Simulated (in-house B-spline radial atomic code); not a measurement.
Configurations of Ni²⁺, with energies counted from [Ar] 3d8. Computed with an all-electron radial atomic-structure program (B-spline basis): scalar-relativistic (X2C) PBE0, spin-polarised, spherical fractional occupations, exact exchange averaged over the configuration, Fermi nucleus of rms radius 3.7757 fm. Shells without spins written out take the highest spin.

Occupations are held fixed; configurations that lie above the ionisation limit could autoionise.

```csv
configuration,E - E(ref) (eV),highest orbital,its <r> (bohr)
[Ar] 3d7 4p1,13.705,4p up,2.655
[Ar] 3d7 4f1,27.472,4f up,5.786
[Ne] 3s2 3p5 3d8 4p1,78.445,4p up,2.644
[Ne] 3s2 3p5 3d8 4d1,87.334,4d up,3.888
```

(1) Order these further configurations by energy, lowest first.
A. [Ne] 3s2 3p5 3d9
B. [Ar] 3d7 4s1
C. [Ne] 3s2 3p5 3d8 4s1
D. [Ne] 3s2 3p5 3d8 4f1
E. [Ar] 3d7 4d1

## Answers

(1) B (6.4607 eV), E (22.545 eV), A (64.292 eV), C (71.16 eV), D (92.299 eV).
